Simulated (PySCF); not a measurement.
C2H8O2Si, SMILES CO[Si@@H](C)O.

Geometry: r2SCAN-D4/def2-SVP. The structure was generated by enumeration; whether it is a known compound was not checked. Other conformers were not sampled.

All values below come from SMD-B3LYP/6-31G* (PySCF).

Solvation free energies are E(SMD) − E(gas) at the gas-phase geometry, for 1 M in both phases. In vacuum the dipole moment is 0.71 D.

Estimate the solvation free energies in water, acetonitrile, dichloromethane. (An estimate is asked for; the answer gives what the named calculation found.)


```json
[
 {"solvent": "water", "ΔG(solv) (kcal/mol)": "-4.3", "its non-electrostatic (CDS) part": "4.1", "dipole (D)": "0.93"},
 {"solvent": "acetonitrile", "ΔG(solv) (kcal/mol)": "-4.4", "its non-electrostatic (CDS) part": "0.2", "dipole (D)": "0.93"},
 {"solvent": "dichloromethane", "ΔG(solv) (kcal/mol)": "-4.5", "its non-electrostatic (CDS) part": "-0.2", "dipole (D)": "0.90"}
]
```
